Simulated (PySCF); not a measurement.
1-fluorocyclopentene (C5H7F), SMILES FC1=CCCC1.

Coordinates come from a ωB97X-D3(BJ)/def2-SVP optimisation. Other conformers were not sampled.

Two levels are set side by side: TDA-PBE/def2-SVPD (PySCF) and TDA-ωB97X/def2-SVPD (PySCF). Vertical, same geometry. The lowest singlet is HOMO→LUMO+1 100 % with PBE and HOMO→LUMO 79 % with the other functional; states are paired by order. Differences are taken from unrounded values.

```json
[
 {"quantity": "lowest singlet excitation (eV)", "TDA-PBE": "5.79"},
 {"quantity": "lowest triplet excitation (TDA) (eV)", "TDA-PBE": "4.36"},
 {"quantity": "first bright state (f over 0.05) (eV)", "TDA-PBE": "6.76"},
 {"quantity": "its oscillator strength", "TDA-PBE": "0.12"}
]
```

Question: These are the TDA-PBE values. What does TDA-ωB97X give? (An estimate is asked for; the answer gives what the named calculation found.)

Answer: 
| quantity | TDA-ωB97X | TDA-PBE minus TDA-ωB97X |
|---|---|---|
| lowest singlet excitation (eV) | 7.14 | -1.35 |
| lowest triplet excitation (TDA) (eV) | 4.41 | -0.04 |
| first bright state (f over 0.05) (eV) | 7.52 | -0.76 |
| its oscillator strength | 0.35 | -0.23 |

Functionals without exact exchange tend to place singlet excitations lower, as here. Differences between two approximate levels are no errors against the true value.

Rough cost on one machine, each run with all the roots and properties that it gave: TDA-ωB97X against TDA-PBE about 5 times.
